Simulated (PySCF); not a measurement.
`[CH3][GeH3]`, CH₆Ge: coupling constants with relativity

Cartesian coordinates in Å; atom numbers follow the order of the lines, from 1:
```xyz
8

C    -0.7863    0.0705   -0.0627
Ge    1.1613    0.2034   -0.0141
H    -1.1494    0.1490   -1.0976
H    -1.2410    0.8792    0.5274
H    -1.1159   -0.8928    0.3514
H     1.6771    0.0103    1.4255
H     1.7943   -0.8784   -0.9112
H     1.6185    1.5868   -0.5167
```

Method: indirect couplings at PBE/pcJ-1 (dyall-v2z on Ge), isolated molecule, finite nuclei, structure from PBE0-D3(BJ)/def2-SVP; PySCF integrals, density fitting.

Non-relativistic values:
```tsv
coupling	atoms	J (Hz)
1J(73Ge,13C)	Ge2 – C1	-12.2
1J(73Ge,1H)	Ge2 – H6/H7/H8	-77.4
2J(73Ge,1H)	Ge2 – H3/H4/H5	1.9
```

What do scalar relativity and two-component X2C with spin–orbit coupling give?

Results:


```json
{"coupling": "1J(73Ge,13C)", "atoms": "Ge2 – C1", "scalar (Hz)": "-12.3", "with spin–orbit (Hz)": "-12.2"}
{"coupling": "1J(73Ge,1H)", "atoms": "Ge2 – H6/H7/H8", "scalar (Hz)": "-85.4", "with spin–orbit (Hz)": "-84.8"}
{"coupling": "2J(73Ge,1H)", "atoms": "Ge2 – H3/H4/H5", "scalar (Hz)": "1.9", "with spin–orbit (Hz)": "1.8"}
```

The largest listed coupling, 1J(73Ge,1H), ends at 1.09 times its non-relativistic value: scalar relativity adds -8.0 Hz and spin–orbit coupling +0.7 Hz. Equivalent partners are averaged, as under fast rotation.
